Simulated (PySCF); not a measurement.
Level of theory: PBE-D3(BJ)/def2-TZVP // B3LYP-D3(BJ)/def2-SVP (PySCF). All species are isolated molecules in the gas phase. One relaxed conformer stands for a flexible species; it need not be the lowest. Delta-SCF ions had no search for a lower state. 

Reference species (SMILES): `c1c(F)c2-c(ccccc2)c1B` (neutral, multiplicity 1).

```json
{
 "HOMO": "-5.37 eV",
 "vertical ionisation energy (Delta-SCF)": "7.70 eV"
}
```

Changed species: `c1(B)cc2-c(ccc2)ccc1F`.

### Question
What does the change do to the HOMO and vertical ionisation energy (Delta-SCF)?

### Answer
the HOMO drops by 0.12 eV, to -5.49 eV; the vertical ionisation energy (Delta-SCF) goes up by 0.10 eV, to 7.80 eV.
